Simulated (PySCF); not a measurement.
C3H9SiTe (SMILES C[Si](C)(C)[Te]), doublet, at a GFN2-xTB geometry (all electrons, no relativity); M06/STO-3G in PySCF.

PySCF was given this input:
```python
from pyscf import gto, scf, dft

mol = gto.Mole()
mol.atom = '''
    C    -0.846379    1.446869   -1.948751
    Si   -0.393815   -0.202572   -1.110081
    C     0.961802   -1.067468   -2.131401
    C    -1.937952   -1.316879   -1.057162
    Te    0.428997    0.220669    1.209250
    H    -1.207469    1.288319   -2.960275
    H    -1.624126    1.965299   -1.396455
    H     0.014400    2.106231   -2.003461
    H     1.856931   -0.455871   -2.189580
    H     1.240130   -2.017546   -1.685781
    H     0.626831   -1.262337   -3.145563
    H    -2.314810   -1.515352   -2.055806
    H    -1.714710   -2.271695   -0.591135
    H    -2.736435   -0.850952   -0.487928
'''
mol.basis = 'sto-3g'
mol.charge = 0
mol.spin = 1
mol.verbose = 4
mol.build()

mf = dft.UKS(mol)
mf.xc = 'm06'
mf.grids.atom_grid = (99, 590)
mf.kernel()
mf.analyze()
```

Problem. Predict the main parts of the log of this PySCF run.

Solution. 
```
PySCF version 2.14.0

[INPUT] verbose = 4
[INPUT] num. atoms = 14
[INPUT] num. electrons = 93
[INPUT] charge = 0
[INPUT] spin (= nelec alpha-beta = 2S) = 1
[INPUT] symmetry False subgroup None
[INPUT] Mole.unit = angstrom
[INPUT] Symbol           X                Y                Z      unit          X                Y                Z       unit  Magmom
[...]
nuclear repulsion = 517.001721102112
number of shells = 34
number of NR pGTOs = 180
number of NR cGTOs = 60
basis = sto-3g
ecp = {}

******** <class 'pyscf.dft.uks.UKS'> ********
method = UKS
initial guess = minao
damping factor = 0
level_shift factor = 0
DIIS = <class 'pyscf.scf.diis.CDIIS'>
diis_start_cycle = 1
diis_space = 8
diis_damp = 0
SCF conv_tol = 1e-09
SCF conv_tol_grad = None
SCF max_cycles = 50
direct_scf = True
direct_scf_tol = 1e-13
number electrons alpha = 47  beta = 46
XC library pyscf.dft.libxc version 7.1.2
    S. Lehtola, C. Steigemann, M. J. T. Oliveira, and M. A. L. Marques,  SoftwareX 7, 1–5 (2018)
XC functionals = m06
    Y. Zhao and D. G. Truhlar,  Theor. Chem. Acc. 120, 215 (2008)
    Y. Zhao and D. G. Truhlar,  Theor. Chem. Acc. 120, 215 (2008)
radial grids:
    Treutler-Ahlrichs [JCP 102, 346 (1995); DOI:10.1063/1.469408] (M4) radial grids

becke partition: Becke, JCP 88, 2547 (1988); DOI:10.1063/1.454033
pruning grids: <function nwchem_prune>
grids dens level: 3
symmetrized grids: False
atomic radii adjust function: <function treutler_atomic_radii_adjust>
User specified grid scheme (99, 590)
small_rho_cutoff = 0
Set gradient conv threshold to 3.16228e-05
tot grids = 451792
init E= -6933.63405311824

cycle= 1 E= -6953.0561474448  delta_E= -19.4  |g|= 0.369  |ddm|= 3.05
cycle= 2 E= -6952.03558974693  delta_E= 1.02  |g|= 1.23  |ddm|= 3.91
cycle= 3 E= -6953.42412631714  delta_E= -1.39  |g|= 0.254  |ddm|= 2.81
cycle= 4 E= -6953.49451645909  delta_E= -0.0704  |g|= 0.0866  |ddm|= 0.563
cycle= 5 E= -6953.50288052641  delta_E= -0.00836  |g|= 0.0284  |ddm|= 0.198
cycle= 6 E= -6953.50381883682  delta_E= -0.000938  |g|= 0.0057  |ddm|= 0.0725
cycle= 7 E= -6953.50385531112  delta_E= -3.65e-05  |g|= 0.00138  |ddm|= 0.0134
cycle= 8 E= -6953.50385766824  delta_E= -2.36e-06  |g|= 0.000557  |ddm|= 0.00487
cycle= 9 E= -6953.50385799434  delta_E= -3.26e-07  |g|= 0.000167  |ddm|= 0.00143
cycle= 10 E= -6953.50385802169  delta_E= -2.73e-08  |g|= 2.3e-05  |ddm|= 0.0004
cycle= 11 E= -6953.5038580228  delta_E= -1.12e-09  |g|= 5.4e-06  |ddm|= 0.000117
cycle= 12 E= -6953.50385802325  delta_E= -4.47e-10  |g|= 3.81e-06  |ddm|= 9.42e-05
Extra cycle  E= -6953.50385802361  delta_E= -3.62e-10  |g|= 3.69e-06  |ddm|= 8.38e-05
converged SCF energy = -6953.50385802361  <S^2> = 0.75193023  2S+1 = 2.0019293
**** SCF Summaries ****
Total Energy =                       -6953.503858023614157
Nuclear Repulsion Energy =             517.001721102111787
One-electron Energy =               -10621.455125772834435
Two-electron Energy =                 3150.949546647108946
Two-electron Coulomb Energy =         3362.834297474249070
DFT Exchange-Correlation Energy =     -211.884750827140067
**** MO energy ****
                             alpha | beta                alpha | beta
[...]
To work with the spin densities directly, `use mulliken_meta_spin()` only printing them here.

 ** Mulliken spin pop alpha/beta on meta-lowdin orthogonal AOs **
 ** Mulliken Spin Density (per AO)  **
spin_pop of  0 C 1s        0.00000
spin_pop of  0 C 2s        0.00280
spin_pop of  0 C 2px       0.00121
spin_pop of  0 C 2py       0.00751
spin_pop of  0 C 2pz       0.00350
spin_pop of  1 Si 1s       -0.00000
spin_pop of  1 Si 2s        0.00000
spin_pop of  1 Si 3s       -0.00696
spin_pop of  1 Si 2px      -0.00000
spin_pop of  1 Si 2py      -0.00000
spin_pop of  1 Si 2pz      -0.00002
spin_pop of  1 Si 3px      -0.00535
spin_pop of  1 Si 3py      -0.00430
spin_pop of  1 Si 3pz      -0.02617
spin_pop of  2 C 1s        0.00000
spin_pop of  2 C 2s        0.00233
spin_pop of  2 C 2px       0.00447
spin_pop of  2 C 2py       0.00191
spin_pop of  2 C 2pz       0.00380
spin_pop of  3 C 1s       -0.00000
spin_pop of  3 C 2s       -0.00028
spin_pop of  3 C 2px      -0.00067
spin_pop of  3 C 2py      -0.00043
spin_pop of  3 C 2pz      -0.00000
spin_pop of  4 Te 1s        0.00000
spin_pop of  4 Te 2s        0.00000
spin_pop of  4 Te 3s        0.00000
spin_pop of  4 Te 4s        0.00000
spin_pop of  4 Te 5s        0.00452
spin_pop of  4 Te 2px       0.00000
spin_pop of  4 Te 2py       0.00000
spin_pop of  4 Te 2pz       0.00000
spin_pop of  4 Te 3px       0.00000
spin_pop of  4 Te 3py       0.00001
spin_pop of  4 Te 3pz       0.00000
spin_pop of  4 Te 4px       0.00018
spin_pop of  4 Te 4py       0.00046
spin_pop of  4 Te 4pz       0.00002
spin_pop of  4 Te 5px       0.27696
spin_pop of  4 Te 5py       0.70528
spin_pop of  4 Te 5pz       0.03322
spin_pop of  4 Te 3dxy     -0.00000
spin_pop of  4 Te 3dyz     -0.00000
spin_pop of  4 Te 3dz^2    -0.00000
spin_pop of  4 Te 3dxz     -0.00000
spin_pop of  4 Te 3dx2-y2   -0.00000
spin_pop of  4 Te 4dxy     -0.00000
spin_pop of  4 Te 4dyz     -0.00000
spin_pop of  4 Te 4dz^2    -0.00006
spin_pop of  4 Te 4dxz     -0.00001
spin_pop of  4 Te 4dx2-y2   -0.00000
spin_pop of  5 H 1s       -0.00031
spin_pop of  6 H 1s       -0.00076
spin_pop of  7 H 1s       -0.00065
spin_pop of  8 H 1s       -0.00054
spin_pop of  9 H 1s       -0.00066
spin_pop of  10 H 1s       -0.00036
spin_pop of  11 H 1s       -0.00065
spin_pop of  12 H 1s       -0.00001
spin_pop of  13 H 1s        0.00001
 ** Mulliken Spin Density (per atom)  **
spin density of  0 C =      0.01502
spin density of  1 Si =     -0.04280
spin density of  2 C =      0.01251
spin density of  3 C =     -0.00138
spin density of  4 Te =      1.02057
spin density of  5 H =     -0.00031
spin density of  6 H =     -0.00076
spin density of  7 H =     -0.00065
spin density of  8 H =     -0.00054
spin density of  9 H =     -0.00066
spin density of  10 H =     -0.00036
spin density of  11 H =     -0.00065
spin density of  12 H =     -0.00001
spin density of  13 H =      0.00001
 ** Mulliken pop alpha/beta on meta-lowdin orthogonal AOs **
 ** Mulliken pop       alpha | beta **
In total            47.00000 | 46.00000
 ** Mulliken atomic charges   ( Nelec_alpha | Nelec_beta ) **
charge of  0C =     -0.29119  (     3.15311      3.13808 )
charge of  1Si =      0.59107  (     6.68306      6.72586 )
charge of  2C =     -0.29169  (     3.15210      3.13959 )
charge of  3C =     -0.29435  (     3.14649      3.14786 )
charge of  4Te =     -0.15051  (    26.58554     25.56497 )
charge of  5H =      0.04978  (     0.47495      0.47527 )
charge of  6H =      0.04790  (     0.47567      0.47643 )
charge of  7H =      0.04963  (     0.47486      0.47551 )
charge of  8H =      0.04966  (     0.47490      0.47544 )
charge of  9H =      0.04761  (     0.47587      0.47653 )
charge of  10H =      0.04933  (     0.47515      0.47552 )
charge of  11H =      0.04689  (     0.47623      0.47688 )
charge of  12H =      0.04777  (     0.47611      0.47612 )
charge of  13H =      0.04809  (     0.47596      0.47595 )
Dipole moment(X, Y, Z, Debye): -0.68774, -0.32898, -2.10082
```
